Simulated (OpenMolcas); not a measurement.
What dynamic correlation does to the levels of neutral nitrogen

```json
{
 "Program": "OpenMolcas",
 "Basis": "ANO-RCC [8s7p4d3f2g]",
 "Scalar Hamiltonian": "DKH2, point nucleus",
 "Active space": "5 electrons in 8 orbitals (2s 2p 3s 3p)",
 "State averaging": "2S+1 = 4 odd, 1 root; 2S+1 = 2 odd, 8 roots; 2S+1 = 4 even, 3 roots; 2S+1 = 2 even, 5 roots kept (CI in the orbitals of an earlier block, 0 in the spin-orbit step)",
 "Spin-orbit coupling": "RASSI with atomic mean-field integrals over the reference wave functions, term energies averaged over their components"
}
```

Methods on the same reference wave functions:
A. CASSCF
B. SS-CASPT2, IPEA 0.25 Eh, imaginary shift 0.1 Eh (closed shells correlated: 1s)

Energies in cm-1 above 2s2 2p3 4S* 3/2, the measured ground level; measured values from NIST Handbook of Basic Atomic Spectroscopic Data.

| Level | A | B | Measured |
| --- | --- | --- | --- |
| 2s2 2p3 4S* 3/2 | 0.0 | 0.0 | 0.0 |
| 2s2 2p3 2D* 3/2 | 22215 | 19610 | 19233 |
| 2s2 2p3 2D* 5/2 | 22220 | 19620 | 19224 |
| 2s2 2p3 2P* 1/2 | 28500 | 28910 | 28839 |
| 2s2 2p3 2P* 3/2 | 28504 | 28910 | 28839 |
| 2s 2p4 4P 5/2 | 88487 | 87780 | 88107 |
| 2s 2p4 4P 3/2 | 88536 | 87830 | 88151 |
| 2s 2p4 4P 1/2 | 88566 | 87860 | 88171 |

Deviations, from unrounded energies. A percentage is the sum of absolute deviations over the sum of measured energies, with the sign that they share, or ± where signs differ.

| Against measurement | Levels | A | B |
| --- | --- | --- | --- |
| mean absolute deviation (cm-1) | 7 | 1100 | 270 |
| other terms of the ground configuration (%) | 4 | ±6.9 | +0.9 |
| other configurations (%) | 3 | +0.4 | -0.4 |

B lies closest to measurement on these levels. The largest miss of B in the table is 2s2 2p3 2D* 5/2, by +390 cm-1. The ranking rests on the paired levels alone, and a cruder setting can come out closer through cancelling errors.

From A to B the spin-free energies of the other terms of 2s2 2p3 shown, above 4S*, scale by factors of 0.88 to 1.01.

The lowest spin-free term lies below A's lowest term by 0.116 hartree in B.

CASPT2 does not keep the components of a term degenerate, so their means are used; among the terms shown or strongly mixed into the levels shown the widest spread is 57 cm-1 (2s2 2p3 2D*, B). Active for correlation alone: 3p 3s; no level in the range computed is led by a configuration that fills them, so any true level of that kind is missing. Without dynamic correlation excited terms often stand tens of per cent too high (terms of higher spin than the ground term too low), and those without a measured partner can miss by more than the paired ones (holds for A). Computed and measured levels are paired by configuration, term and J; levels that our copy of the source lacks, or whose pairing is in doubt (as where it misses far off the trend of its configuration), stay unpaired and out of the deviations. Levels of configurations outside the active space are missing.

* marks odd parity.
